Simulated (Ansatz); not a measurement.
`[F][Ti]([F])([F])[I]`. Total charge 0; spin multiplicity 1. I takes the def2 core potential. The geometry is a stationary point of PBE0-D4/def2-TZVP.

```xyz
5

F    -0.779    0.309    1.589
Ti    0.057   -0.093    0.122
F     1.756    0.201    0.323
F    -0.202   -1.767   -0.254
I    -0.832    1.350   -1.781
```

Question: What is the dipole moment at B3LYP/def2-TZVPP? (Best estimate.)

Answer: Computed: 0.67 D, with components (-0.24, 0.38, -0.50) D in this frame, pointing from negative to positive charge.

Question: And with PBE, r2SCAN, ωB97M-V? (Best estimate.)

Answer: Ansatz gave: PBE 0.55 D, r2SCAN 0.51 D, ωB97M-V 0.30 D.

Question: Give the Mulliken charges with B3LYP, PBE, ωB97M-V in def2-TZVPP. (Best estimate.)

Answer: Ansatz gave: 
| atom | B3LYP | PBE | ωB97M-V |
| --- | --- | --- | --- |
| F1 | -0.35 | -0.30 | -0.33 |
| Ti2 | 1.09 | 0.94 | 1.02 |
| F3 | -0.35 | -0.30 | -0.33 |
| F4 | -0.35 | -0.30 | -0.33 |
| I5 | -0.05 | -0.05 | -0.03 |

B3LYP here is the variant with VWN-RPA as its local correlation; programs differ in this.
